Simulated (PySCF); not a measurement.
Telling isomers of C₇H₁₄N₂ apart by NMR

One conformer, non-relativistic, in vacuum, averaged over atoms made equivalent by symmetry, fast rotation or ring inversion. Geometry from GFN2-xTB; shielding tensors at PBE0/pcSseg-1 (GIAO); PySCF.

References, each an isolated molecule treated in the same way: TMS for 1H (σ = 31.72 ppm), 13C (σ = 186.93 ppm). Where no couplings were computed, multiplicities follow the n + 1 count of equivalent neighbours, and m marks all less simple cases (inequivalent or close neighbours, rings, F or P nearby). Shifts are as computed. Against solution values, carbons near 30 ppm lie about +3 ppm off and those near 130 ppm about +5 ppm. Of 1211 compounds with measured shifts, 218 miss one by over three times the rms of a fit or turn the order of signals round; such compounds aren't used in these exercises. OH and NH positions are gas-phase values without hydrogen bonding to other molecules.

(1) Tabulate the signals of `C/C=N\N=C\C(C)(C)C`, `CC/C(C)=N\NC1CC1`, `C=C/C(CC(C)C)=N/N` and their relative energies.

(2) What is the quickest way to tell CC/C(C)=N\NC1CC1 from C=C/C(CC(C)C)=N/N?

(3) What is the quickest way to tell C/C=N\N=C\C(C)(C)C from CC/C(C)=N\NC1CC1?

(4) What is the quickest way to tell C/C=N\N=C\C(C)(C)C from C=C/C(CC(C)C)=N/N?

Results:

(1) 
| SMILES | carbon types | δC | δH | E rel. (kcal/mol) |
| --- | --- | --- | --- | --- |
| C/C=N\N=C\C(C)(C)C | 1×C 2×CH 4×CH3 | 140.5, 127.9, 37.7, 29.3, 14.0 | 6.37 (q, 1H), 6.34 (s, 1H), 1.70 (d, 3H), 1.14 (s, 9H) | 1.0 |
| CC/C(C)=N\NC1CC1 | 1×C 1×CH 3×CH2 2×CH3 | 138.6, 37.1, 27.2, 24.2, 12.1, 6.3 | 3.79 (br s, 1H), 3.15 (m, 1H), 1.93 (s, 3H), 1.92 (q, 2H), 0.93 (t, 3H), 0.61 (m, 2H), 0.14 (m, 2H) | 11.8 |
| C=C/C(CC(C)C)=N/N | 1×C 2×CH 2×CH2 2×CH3 | 150.3, 146.9, 116.4, 32.8, 27.0, 25.3 | 6.73 (m, 1H), 5.43 (br s, 2H), 5.37 (m, 1H), 5.33 (m, 1H), 2.11 (d, 2H), 1.82 (m, 1H), 0.98 (d, 6H) | 0.0 |

Energies are electronic energies at PBE0/pcSseg-1 on these geometries, without zero-point or thermal terms, each for the one conformer computed, which needn't be the lowest.

(2) Both give the same number of carbon signals, but DEPT or the intensities differ. The first has a three-membered-ring carbon (CH2) at 6.3 ppm, the second an alkene CH at 150.3 ppm. Their most deshielded carbons lie at 138.6 and 150.3 ppm. In the proton spectra the most deshielded non-exchanging signals are 3.15 (m, 1H) and 6.73 (m, 1H).

(3) Count the carbon signals: 5 against 6. The first has a C=N carbon (CH) at 140.5 ppm, the second a C=N carbon (C) at 138.6 ppm. In the proton spectra the most deshielded non-exchanging signals are 6.37 (q, 1H) and 3.15 (m, 1H).

(4) Count the carbon signals: 5 against 6. The first has a quaternary sp3 carbon (C) at 37.7 ppm, the second a C=N carbon (C) at 146.9 ppm. Their most deshielded carbons lie at 140.5 and 150.3 ppm.
